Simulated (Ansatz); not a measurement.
Two isomers of C2H6ClNOSi: A = `CNC(=O)[SiH2]Cl`, B = `NC(=O)[SiH2]CCl`.

Isolated molecules relaxed with PBE0-D4/def2-TZVP in Ansatz; ΔE leaves out vibrations. CCSD(T)/CBS adds triple-zeta CCSD(T) − MP2 to the extrapolated MP2 energy (def2 sets, frozen cores). DFT in def2-TZVPP. B3LYP here is the variant with VWN-RPA as its local correlation; programs differ in this. One conformer a species, not always the lowest.

A:

```xyz
12

C    -1.010   -1.655   -0.733
N    -0.124   -0.536   -0.523
C    -0.176    0.246    0.570
O    -0.962    0.103    1.495
Si    1.031    1.704    0.767
Cl    2.303    1.834   -0.862
H    -0.448   -2.588   -0.823
H    -1.671   -1.721    0.129
H    -1.612   -1.516   -1.634
H     0.570   -0.316   -1.219
H     0.254    2.958    0.853
H     1.847    1.487    1.979
```

B:

```xyz
12

N     2.184   -0.764   -0.291
C     1.168   -0.257    0.443
O     1.348    0.365    1.476
Si   -0.648   -0.509   -0.132
C    -1.495    1.147    0.111
Cl   -3.230    0.992   -0.280
H     2.018   -1.260   -1.148
H     3.133   -0.637    0.027
H    -0.729   -0.937   -1.555
H    -1.267   -1.537    0.739
H    -1.405    1.476    1.146
H    -1.077    1.920   -0.535
```

(1) Which isomer does CCSD(T)/CBS put lower? Give the gap. (Best estimate.)

(2) Give E(B) − E(A) in kJ/mol with CCSD/def2-TZVPP, MP2/def2-TZVPP, ωB97M-V, B3LYP, PBE0-D4, PBE-D4, B2PLYP. (Best estimate.)

Largest T1 diagnostic: 0.015.

Results:

(1) Ansatz gave: A, by 115.3 kJ/mol.

(2) Computed: CCSD/def2-TZVPP 114.9, MP2/def2-TZVPP 119.0, ωB97M-V 113.5, B3LYP 115.5, PBE0-D4 115.5, PBE-D4 112.9, B2PLYP 117.0. None reverses the order clearly.
